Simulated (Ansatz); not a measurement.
The cluster SnO4H4. The state is a singlet with charge 0. Geometry B3LYP-D4/def2-SVP, basis def2-TZVP, Ansatz.

| atom | x (Å) | y (Å) | z (Å) |
| --- | --- | --- | --- |
| Sn1 | 0.077 | 1.190 | -0.563 |
| O2 | -0.387 | -1.490 | 1.112 |
| O3 | -0.332 | 1.423 | -2.352 |
| O4 | -1.218 | -0.699 | 0.221 |
| O5 | 1.524 | -0.157 | -0.046 |
| H6 | 0.507 | -1.190 | 0.763 |
| H7 | -0.106 | 2.018 | 0.924 |
| H8 | 1.941 | -0.542 | -0.833 |
| H9 | -2.005 | -0.553 | 0.773 |

```
run  HOMO (eV)  LUMO (eV)
  A      -9.76       0.43
  B      -7.35      -1.65
  C      -6.71      -2.04
  D      -6.15      -2.41
  E      -5.88      -2.67
```

In the def2 sets Sn takes a core potential; there is no spin–orbit coupling. The structure holds one bond between oxygen atoms, so isomers without such links may lie far lower. Another isomer (singlet) lies 0.32 eV lower at PBE0-D4/def2-TZVP; other spin states weren't run for this one.

Q: The runs used PBE, PBE0, r2SCAN, r2SCANh, ωB97X-V. Estimate which is which.

A: A ωB97X-V (range-separated); B PBE0 (25 % exact exchange); C r2SCANh (10 % exact exchange); D r2SCAN (0 % exact exchange); E PBE (0 % exact exchange). Exact exchange lowers occupied and raises empty levels; among semilocal functionals meta-GGAs tend to open the gap a little, and such runs are hard to tell apart. The gap grows from 3.21 eV (PBE) to 10.19 eV (ωB97X-V).
